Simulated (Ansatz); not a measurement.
The same path of Ge2H6O + H5NSi (16 atoms, charge 0, multiplicity 1) was run twice with different band settings. Lost on the way: Ge1–O2, N10–H16. Made: Ge1–N10, O2–H16.

The calculation used Ansatz, RKS PBE/def2-SVP.

Relaxed end points:

```xyz
16
Properties=species:S:1:pos:R:3
Ge -0.415 -0.591 0.161
O 0.303 0.118 1.696
H -0.408 0.308 2.338
H 0.845 -1.136 -0.565
Ge -1.648 1.074 -1.151
H -2.832 0.340 -1.853
H -2.246 2.155 -0.216
H -0.767 1.727 -2.241
H -1.325 -1.786 0.592
N 0.992 2.648 0.334
H 1.858 2.542 -0.204
Si 0.604 4.265 0.879
H 0.616 5.183 -0.314
H -0.775 4.228 1.483
H 1.522 4.877 1.917
H 0.915 1.871 1.015
```

```xyz
16
Properties=species:S:1:pos:R:3
Ge 0.467 0.820 -0.768
O -0.943 0.625 2.191
H -1.652 1.252 2.423
H 1.059 1.336 -2.119
Ge -1.977 0.813 -0.774
H -2.539 -0.483 -0.148
H -2.526 2.059 -0.031
H -2.467 0.904 -2.251
H 1.080 -0.571 -0.457
N 1.079 1.936 0.643
H 1.946 1.566 1.053
Si 1.017 3.699 0.571
H 2.017 4.327 -0.371
H -0.363 4.072 0.104
H 1.264 4.252 1.949
H -0.221 1.216 1.855
```

Common settings: spring 5.0 eV/Å²; optimiser quadratic models (default); start path through a guess of the saddle point; force threshold 0.05 eV/Å; iteration limit 60; end points relaxed.

| run | movable images | climbing image |
| --- | --- | --- |
| 1 | 7 | yes |
| 2 | 2 | no |

Q: What does each run give, and how far can it be trusted?

A: Run 1: converged after 50 iterations, highest image 1.086 eV above the first end. A vibrational analysis at the climbing image gives one clearly imaginary mode, 565i cm⁻¹: a first-order saddle point.
Run 2: converged after 22 iterations, highest image 0.227 eV above the first end. No image climbed, so the highest image needn't sit at the top of the path. A band with more images between the same ends climbed to 1.09 eV, so this one has probably stepped over the top. So few images can step over the top or miss a turn of the path.
The orbitals stay closed-shell, which can raise the energy where a bond breaks towards radicals; this wasn't checked here.
